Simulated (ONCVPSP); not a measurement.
Before and after: ONCV potential for gold (Au)

ONCVPSP 4.0.1 input, shortened (lines: element, Z, core and valence counts, functional; n l f; lmax; l rc ep ncon nbas qcut; lloc lpopt rc5 dvloc0; l nproj debl; icmod fcfact rcfact), PBE, scalar-relativistic:

```
  Au 79.00   11    3        4      upf
    1    0    2.00
    2    0    2.00
    2    1    6.00
    3    0    2.00
    3    1    6.00
    3    2   10.00
    4    0    2.00
    4    1    6.00
    4    2   10.00
    5    0    2.00
    5    1    6.00
    4    3   14.00
    5    2   10.00
    6    0    1.00
    3
    0    2.20    0.00    4    9    3.00
    1    1.85    0.42    3    7    3.90
    2    1.95    0.00    4    8    7.00
    3    0.80    0.00    5    9   20.80
    4    5    0.65    2.00
    0    2    1.50
    1    2    3.90
    2    2    0.60
    3    3    3.60
    2    0.30    1.05
```

Change: f: debl 0.2. In the f channel the program set the typed energies aside and used -2.981, 0.250, 0.450 Ha.

Cutoffs: the cutoffs (Ha) at which the residual kinetic energy of the hardest occupied pseudo-wave falls to 1 and 0.1 mHa per electron; they do not see the model core or the augmentation charge, which bear on the density cutoff. Errors are all-electron minus pseudo energies relative to the spin-unpolarised reference configuration.

Question: Predict the effect on cutoff, ghosts and configuration errors.

Answer: The potential gets neither clearly harder nor softer (214 Ha and 489 Ha → 214 Ha and 489 Ha); both files keep a bound ghost (p, s); the errors of the 3 common tests hardly move; the range in which the f phases agree narrows (upper end at the end of the scan → 1.8).

```tsv
quantity	base	changed
cutoff, loose	214 Ha	214 Ha
cutoff, tight	489 Ha	489 Ha
bound ghosts	s, p	s, p
GHOST(+) flags under 300 eV	p at 4.9 eV	p at 4.9 eV, f at 69.5 eV
tests with a reliable result	3 of 4	3 of 4
error for 4f14 5d10 6s0, meV [ΔE 9.41 eV]	-11	-11
error for 4f14 5d9 6s0, meV [ΔE 30.62 eV]	-13	-13
error for 4f14 5d8 6s0, meV [ΔE 64.49 eV]	-116	-117
s: phases at 2.23 bohr within 0.05 rad from the reference energy up to (Ha; the scan ends near 5)	3.3	3.3
p: phases at 1.87 bohr within 0.05 rad from the reference energy up to (Ha; the scan ends near 5)	to the end of the scan	to the end of the scan
d: phases at 1.98 bohr within 0.05 rad from the reference energy up to (Ha; the scan ends near 5)	to the end of the scan	to the end of the scan
f: phases at 0.81 bohr within 0.05 rad from the reference energy up to (Ha; the scan ends near 5)	to the end of the scan	1.8
rms error of d²Exc/dni dnj with the model core, mHa	8.53	8.53
```

 A true bound ghost makes a file unfit for plane-wave use even where its test errors are small: the radial tests pick states by their node count and pass the ghost by.
